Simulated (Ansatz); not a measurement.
Cost and result for the atomization energy of C2H7NOSn (`C[NH][SnH2][CH]=O`) (12 atoms, 11 bonds).

```xyz
12

C    -0.7072    1.1054   -1.2812
N    -1.0981   -0.1652   -0.6912
Sn   -0.3392   -0.6484    1.1171
C     1.8772   -0.7169    0.9721
O     2.4098   -0.6777   -0.1016
H    -1.3285    1.3194   -2.1570
H    -0.8869    1.9132   -0.5656
H     0.3444    1.1645   -1.5919
H    -1.0009   -0.9176   -1.3598
H    -0.9592   -2.1777    1.5572
H    -0.8141    0.5819    2.2055
H     2.5028   -0.7809    1.8964
```

Charge 0, multiplicity 1. Correlated methods include outer-core shells of Sn, which these sets cover unevenly. Sn: def2 effective core potential. The structure was optimised at the PBE0-D4/def2-TZVP level. It is one conformer, not always the lowest. Program: Ansatz. All runs use 4 threads of an AMD EPYC on a shared host. Times are those of one run each, without the atoms' runs, and a repeat can differ threefold. Electronic energies, without spin–orbit coupling; frozen cores. CCSD(T)/CBS adds CCSD(T) − MP2 in def2-TZVPP to the MP2 limit, and its time is that of the two runs behind it. T1 = 0.015. With those shells the extrapolation isn't a true limit. B3LYP takes the VWN-RPA correlation (the form of Gaussian; ORCA's B3LYP/G).

CCSD(T)/CBS is a level of theory with its own doubt, some kJ/mol a heavy atom from the limit and from the frozen cores, so smaller differences don't rank the functionals.

```
                             level  functions  wall time  atomization (kcal/mol)  difference from CCSD(T)/CBS  per bond
   PBE-D4/def2-TZVPP (with forces)        272      4.8 s                  1005.8                         21.4       1.9
                PBE0-D4/def2-TZVPP        272        7 s                   979.7                         -4.7      -0.4
r2SCAN-D4/def2-TZVPP (with forces)        272      7.5 s                   979.3                         -5.1      -0.5
 B3LYP-D4/def2-TZVPP (with forces)        272       10 s                   982.3                         -2.1      -0.2
                ωB97X-V/def2-TZVPP        272       12 s                   986.6                          2.2       0.2
                 B2PLYP/def2-TZVPP        272       13 s                   969.4                        -15.0      -1.4
  ωB97M-V/def2-TZVPP (with forces)        272       18 s                   983.0                         -1.4      -0.1
                    MP2/def2-QZVPP        520       61 s                   981.7                         -2.7      -0.3
                CCSD(T)/def2-TZVPP        272     12 min                   955.5                        -28.9      -2.6
                 CCSD(T)/CBS(def2)          –     13 min                   984.4                          0.0       0.0
```

The D4 term adds +9.2 kcal/mol with B3LYP and +4.9 kcal/mol with PBE0; it sums over pairs of atoms, weighted by their polarisabilities, and B3LYP, whose exchange is more repulsive, gets the larger term. In def2-TZVPP, CCSD(T) changes the Hartree–Fock value by +289.5 kcal/mol (the triples alone add +18.1 kcal/mol) and MP2 by +298.4 kcal/mol; breaking electron pairs costs correlation energy, which Hartree–Fock lacks. From PBE to PBE0 (25 % exact exchange), in def2-TZVPP and without D4, the atomization energy moves by −25.2 kcal/mol: exact exchange takes away binding that semilocal exchange gives to molecules.

Spin–orbit coupling would lower the free Sn atoms strongly, and the atomization energy with them, by more than many differences here. For some Ge, Se and Sn compounds the MP2-based and the directly extrapolated limit differ by 10 to 25 kJ/mol.
